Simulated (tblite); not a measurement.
Task: Write Cartesian coordinates for `C=C(C=C(C)C)O[SiH3]` as optimised with GFN2-xTB.

Result: 
```xyz
20
C6H12OSi angstrom
C      1.4841   -1.6317   -1.2693
C      0.7875   -0.7593   -0.5359
C     -0.5796   -0.4006   -0.8880
C     -1.4081    0.4453   -0.2656
C     -2.7896    0.6788   -0.7959
C     -1.0655    1.2246    0.9684
O      1.3039   -0.1633    0.5643
Si     2.7238   -0.2508    1.3396
H      1.0551   -2.0933   -2.1384
H      2.4940   -1.8966   -1.0136
H     -0.9338   -0.9085   -1.7750
H     -3.5294    0.3987   -0.0458
H     -2.9294    1.7371   -1.0166
H     -2.9751    0.1048   -1.6999
H     -0.7344    0.5624    1.7650
H     -1.9277    1.7897    1.3148
H     -0.2511    1.9185    0.7667
H      2.9900   -1.6099    1.8159
H      3.8294    0.1827    0.4831
H      2.4508    0.6821    2.4233
```

Any rigid rotation of these coordinates is as good. Atoms count from 1 in this order. The 8 heavy atoms lie in one plane (0.004 Å rms). Of the pairs four or more bonds apart, C6···O7 is among the closest relative to their van der Waals radii: 2.78 Å, 86 % of the sum of Bondi's values. The C–C distances run from 1.336 Å (C1=C2, drawn double) to 1.499 Å (C4–C6, drawn single), a spread of 0.163 Å. Si8 (oxygen-bound silicon) is distorted tetrahedral (angles from 99.0° to 112.8°).

Bonds between heavy atoms (Å): C1=C2 1.336, C2–C3 1.457, C3=C4 1.338, C4–C5 1.498, C4–C6 1.499, C2–O7 1.354, O7–Si8 1.620.

The geometry is computed with GFN2-xTB (gas phase).

Point group: near Cs, missed by 0.16 Å at most; the miss may be what the optimiser left on a soft mode. Its GFN2-xTB frequencies are all real (lowest 30 cm⁻¹). One conformer, not necessarily the lowest (C1–C2–C3–C4 180°, C1–C2–O7–Si8 -1°). 2 starts were optimised and ended at 0.00 and 0.10 kcal/mol (GFN2-xTB); the lowest of these is shown.
